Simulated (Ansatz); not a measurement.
Consider the substitution at a C–Si bond: `O[CH]([SiH3])[GeH3]` + HCl → `O[CH](Cl)[GeH3]` + SiH₄.

Gas-phase electronic energies from Ansatz, PBE0-D4/def2-TZVP geometries. CCSD(T)/CBS is the MP2 limit (def2-TZVPP, def2-QZVPP) plus CCSD(T) − MP2 in def2-TZVPP, frozen cores. This one scheme is used for every species. For Ge outer-core shells are correlated without core-valence functions, which leaves a few kJ/mol of doubt a bond. Scalar relativity is left out up to krypton. One conformer a species, not always the lowest.

```json
{"species": "`O[CH]([SiH3])[GeH3]`", "CCSD(T)/CBS(def2) energy (Eh)": "-2483.19554"}
{"species": "HCl", "CCSD(T)/CBS(def2) energy (Eh)": "-460.38127"}
{"species": "`O[CH](Cl)[GeH3]`", "CCSD(T)/CBS(def2) energy (Eh)": "-2652.10163"}
{"species": "SiH₄", "CCSD(T)/CBS(def2) energy (Eh)": "-291.46306"}
```

Q: Work out ΔE.

A: ΔE = (-2652.10163) + (-291.46306) − (-2483.19554) − (-460.38127) = 0.01212 Eh = +0.33 eV.

Largest T1 diagnostic among the species: 0.012.

In def2-TZVPP, CCSD(T) changes the Hartree–Fock value by +0.12 eV (the triples alone add −0.01 eV) and MP2 by +0.13 eV. From PBE to PBE0 (25 % exact exchange), in def2-TZVPP and without D4, ΔE moves by +0.04 eV.
